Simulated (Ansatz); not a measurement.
Ansatz (a first-principles code) input (B3LYP/6-31G*):

Ansatz 0.2 input:
```yaml
crystal:
  periodic: [false, false, false]
  atoms:
    - {symbol: C, position_ang: [-0.01516838, -0.01403970, -0.59208561]}
    - {symbol: O, position_ang: [0.13701739, 0.04077350, 0.57951542]}
    - {symbol: H, position_ang: [-1.00512879, -0.24194975, -1.08360977]}
basis:
  gaussian:
    orbitals: 6-31G*
hamiltonian:
  xc: {name: B3LYP}
magnetization: {spin_polarized: true, initial_magnetization: 1}
phonons: {temperatures: {t_min: 298.15, t_max: 298.15, t_step: 100}}
```

Output:

```
Functional definition: B3LYP
integrals: 0.00 GiB planned
330 factors; integrals over basis functions are off by at most 5.0e-4 eV
mean field: 0.08 GiB planned
mean field evaluation 1: about -3096.0736 eV, gradient 2.3e1 eV
mean field evaluation 2: about -3088.9692 eV, gradient 5.0e1 eV
mean field evaluation 4: about -3098.0171 eV, gradient 8.8e-1 eV
mean field evaluation 8: about -3098.0208 eV, gradient 2.0e-2 eV
mean field -3098.02085118 eV, -113.8501663668 hartree, gradient 5.2e-5 eV, S^2 0.752491; 0 other end points of the search recorded, 0 dependent functions left out
the calculation of the forces begins
reference -3098.02096756 eV, -113.8501706438 hartree; 8, 7 occupied and 24, 25 virtual orbitals, 330 factors
these checks for a lower state are left out or cut short: stability, starts, cluster_reference, orbital_swaps, neighbouring_geometries, increment
integrals: 0.00 GiB planned
330 factors; integrals over basis functions are off by at most 5.0e-4 eV
mean field: 0.08 GiB planned
mean field evaluation 16: about -3098.0210 eV, gradient 1.1e-1 eV
mean field -3098.02076531 eV, -113.8501632111 hartree, gradient 2.0e-6 eV, S^2 0.752507; 0 other end points of the search recorded, 0 dependent functions left out
the calculation of the forces begins
reference -3098.02088173 eV, -113.8501674897 hartree; 8, 7 occupied and 24, 25 virtual orbitals, 330 factors
these checks for a lower state are left out or cut short: stability, starts, cluster_reference, orbital_swaps, neighbouring_geometries, increment
integrals: 0.00 GiB planned
330 factors; integrals over basis functions are off by at most 4.9e-4 eV
mean field: 0.08 GiB planned
mean field -3098.02077313 eV, -113.8501634988 hartree, gradient 1.3e-6 eV, S^2 0.752476; 0 other end points of the search recorded, 0 dependent functions left out
the calculation of the forces begins
reference -3098.02088947 eV, -113.8501677742 hartree; 8, 7 occupied and 24, 25 virtual orbitals, 330 factors
these checks for a lower state are left out or cut short: stability, starts, cluster_reference, orbital_swaps, neighbouring_geometries, increment
integrals: 0.00 GiB planned
330 factors; integrals over basis functions are off by at most 5.0e-4 eV
mean field: 0.08 GiB planned
mean field evaluation 32: about -3098.0207 eV, gradient 1.6e-4 eV
mean field -3098.02070137 eV, -113.8501608615 hartree, gradient 1.0e-6 eV, S^2 0.752492; 0 other end points of the search recorded, 0 dependent functions left out
the calculation of the forces begins
reference -3098.02081763 eV, -113.8501651340 hartree; 8, 7 occupied and 24, 25 virtual orbitals, 330 factors
these checks for a lower state are left out or cut short: stability, starts, cluster_reference, orbital_swaps, neighbouring_geometries, increment
integrals: 0.00 GiB planned
330 factors; integrals over basis functions are off by at most 5.0e-4 eV
mean field: 0.08 GiB planned
mean field -3098.02069535 eV, -113.8501606402 hartree, gradient 1.9e-6 eV, S^2 0.752491; 0 other end points of the search recorded, 0 dependent functions left out
the calculation of the forces begins
reference -3098.02081186 eV, -113.8501649218 hartree; 8, 7 occupied and 24, 25 virtual orbitals, 330 factors
these checks for a lower state are left out or cut short: stability, starts, cluster_reference, orbital_swaps, neighbouring_geometries, increment
integrals: 0.00 GiB planned
330 factors; integrals over basis functions are off by at most 5.0e-4 eV
mean field: 0.08 GiB planned
mean field -3098.02083382 eV, -113.8501657291 hartree, gradient 1.1e-6 eV, S^2 0.752490; 0 other end points of the search recorded, 0 dependent functions left out
the calculation of the forces begins
reference -3098.02095025 eV, -113.8501700076 hartree; 8, 7 occupied and 24, 25 virtual orbitals, 330 factors
these checks for a lower state are left out or cut short: stability, starts, cluster_reference, orbital_swaps, neighbouring_geometries, increment
integrals: 0.00 GiB planned
330 factors; integrals over basis functions are off by at most 5.0e-4 eV
mean field: 0.08 GiB planned
mean field -3098.02083391 eV, -113.8501657322 hartree, gradient 2.1e-6 eV, S^2 0.752493; 0 other end points of the search recorded, 0 dependent functions left out
the calculation of the forces begins
reference -3098.02095025 eV, -113.8501700077 hartree; 8, 7 occupied and 24, 25 virtual orbitals, 330 factors
these checks for a lower state are left out or cut short: stability, starts, cluster_reference, orbital_swaps, neighbouring_geometries, increment
integrals: 0.00 GiB planned
330 factors; integrals over basis functions are off by at most 5.0e-4 eV
mean field: 0.08 GiB planned
mean field evaluation 64: about -3098.0207 eV, gradient 5.5e-7 eV
mean field -3098.02070078 eV, -113.8501608397 hartree, gradient 5.5e-7 eV, S^2 0.752488; 0 other end points of the search recorded, 0 dependent functions left out
the calculation of the forces begins
reference -3098.02081721 eV, -113.8501651187 hartree; 8, 7 occupied and 24, 25 virtual orbitals, 330 factors
these checks for a lower state are left out or cut short: stability, starts, cluster_reference, orbital_swaps, neighbouring_geometries, increment
integrals: 0.00 GiB planned
330 factors; integrals over basis functions are off by at most 5.0e-4 eV
mean field: 0.08 GiB planned
mean field -3098.02070363 eV, -113.8501609447 hartree, gradient 9.6e-7 eV, S^2 0.752495; 0 other end points of the search recorded, 0 dependent functions left out
the calculation of the forces begins
reference -3098.02081996 eV, -113.8501652197 hartree; 8, 7 occupied and 24, 25 virtual orbitals, 330 factors
these checks for a lower state are left out or cut short: stability, starts, cluster_reference, orbital_swaps, neighbouring_geometries, increment
integrals: 0.00 GiB planned
330 factors; integrals over basis functions are off by at most 4.9e-4 eV
mean field: 0.08 GiB planned
mean field -3098.02079286 eV, -113.8501642237 hartree, gradient 8.4e-7 eV, S^2 0.752477; 0 other end points of the search recorded, 0 dependent functions left out
the calculation of the forces begins
reference -3098.02090916 eV, -113.8501684977 hartree; 8, 7 occupied and 24, 25 virtual orbitals, 330 factors
these checks for a lower state are left out or cut short: stability, starts, cluster_reference, orbital_swaps, neighbouring_geometries, increment
integrals: 0.00 GiB planned
330 factors; integrals over basis functions are off by at most 5.0e-4 eV
mean field: 0.08 GiB planned
mean field -3098.02078494 eV, -113.8501639325 hartree, gradient 2.3e-6 eV, S^2 0.752505; 0 other end points of the search recorded, 0 dependent functions left out
the calculation of the forces begins
reference -3098.02090140 eV, -113.8501682125 hartree; 8, 7 occupied and 24, 25 virtual orbitals, 330 factors
these checks for a lower state are left out or cut short: stability, starts, cluster_reference, orbital_swaps, neighbouring_geometries, increment
integrals: 0.00 GiB planned
330 factors; integrals over basis functions are off by at most 5.0e-4 eV
mean field: 0.08 GiB planned
mean field -3098.02083656 eV, -113.8501658296 hartree, gradient 1.3e-6 eV, S^2 0.752494; 0 other end points of the search recorded, 0 dependent functions left out
the calculation of the forces begins
reference -3098.02095301 eV, -113.8501701092 hartree; 8, 7 occupied and 24, 25 virtual orbitals, 330 factors
these checks for a lower state are left out or cut short: stability, starts, cluster_reference, orbital_swaps, neighbouring_geometries, increment
integrals: 0.00 GiB planned
330 factors; integrals over basis functions are off by at most 5.0e-4 eV
mean field: 0.08 GiB planned
mean field evaluation 96: about -3098.0208 eV, gradient 2.3e-5 eV
mean field -3098.02083981 eV, -113.8501659489 hartree, gradient 1.1e-6 eV, S^2 0.752488; 0 other end points of the search recorded, 0 dependent functions left out
the calculation of the forces begins
reference -3098.02095612 eV, -113.8501702234 hartree; 8, 7 occupied and 24, 25 virtual orbitals, 330 factors
Total energy: -3098.02096756 eV, -113.8501706438 hartree
Atom 0 at    -0.015168    -0.014040    -0.592086 Å, force    -0.001665    -0.000395    -0.001497 eV/Å
Atom 1 at     0.137017     0.040773     0.579515 Å, force     0.000007     0.000012     0.000595 eV/Å
Atom 2 at    -1.005129    -0.241950    -1.083610 Å, force     0.001659     0.000383     0.000902 eV/Å
Dipole moment:    -0.213465    -0.051527    -0.238065 e Å
Vibrations: 1130.82 1946.53 2659.86 cm⁻¹, zero-point energy 0.355661 eV
```

The blocks after the first are displaced geometries, from whose forces the wavenumbers follow.
